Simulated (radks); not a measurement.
Valence configurations of Mn I (all share [Ar]). Calculated with a radial shooting solver on a logarithmic mesh with Libxc functionals: non-relativistic Kohn-Sham, TPSS, spin-polarised, spherical densities, point nucleus; open shells are filled with parallel spins first; meta-GGA in the generalised Kohn-Sham scheme. Energies are relative to 3d5 4s2; eigenvalues in eV for spin up.

3d5 4s2: E (eV) 0.000; moment (Bohr magnetons) 5; e(3d) -8.446; e(4s) -5.458
3d5 4s1 4p1: E (eV) 2.117; moment (Bohr magnetons) 7; e(3d) -9.652; e(4p) -2.431; e(4s) -6.591
3d4.5 4s1 4p1.5: E (eV) 6.288; moment (Bohr magnetons) 7; e(3d) -12.589; e(4p) -3.090; e(4s) -7.605
3d6 4s1: E (eV) 1.199; moment (Bohr magnetons) 5; e(3d) -4.534; e(4s) -4.579
3d6 4p1: E (eV) 4.706; moment (Bohr magnetons) 5; e(3d) -5.917; e(4p) -1.875
3d4 4s2 4p1: E (eV) 9.252; moment (Bohr magnetons) 5; e(3d) -14.752; e(4p) -3.025; e(4s) -7.727
3d5.5 4s1.5: E (eV) 0.486; moment (Bohr magnetons) 5; e(3d) -6.306; e(4s) -5.015
3d3.5 4s2 4p1.5: E (eV) 15.779; moment (Bohr magnetons) 5; e(3d) -18.112; e(4p) -3.706; e(4s) -8.771
3d5 4p2: E (eV) 6.312; moment (Bohr magnetons) 7; e(3d) -10.983; e(4p) -3.063
3d6 4s0.5 4p0.5: E (eV) 2.941; moment (Bohr magnetons) 5; e(3d) -5.247; e(4p) -1.503; e(4s) -5.024

NIST lists [Ar] 3d5 4s2 as the ground configuration; this level of theory agrees among the configurations tried. The energies are those of spherical high-spin densities, not of single terms.
